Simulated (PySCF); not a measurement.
A run for PySCF: R-B3LYP/6-31G* on AlClFH (SMILES [F][AlH][Cl]), a point of a bond scan (R = 2.087 Å).

```python
from pyscf import gto, scf, dft, mp
from pyscf.data.elements import chemcore

mol = gto.M(
    atom='''
    Al   -0.56121200    0.17720720   -0.47070291
    H    -1.75578251   -0.36994628   -1.30318825
    F    -0.21592676    1.78615354   -0.49600494
    Cl    0.64675761   -1.05936054    0.69919827
    ''',
    basis='6-31g*',
    cart=True,
    charge=0, spin=0, verbose=3, max_memory=1800)
mf = dft.RKS(mol, xc='b3lyp')
mf.conv_tol = 1e-8
mf.max_cycle = 100
mf.kernel()
if not mf.converged:
    mf = mf.newton().run(mf.mo_coeff, mf.mo_occ)
```

Question: What total energy does the run end on?

Answer: -803.2087 hartree.
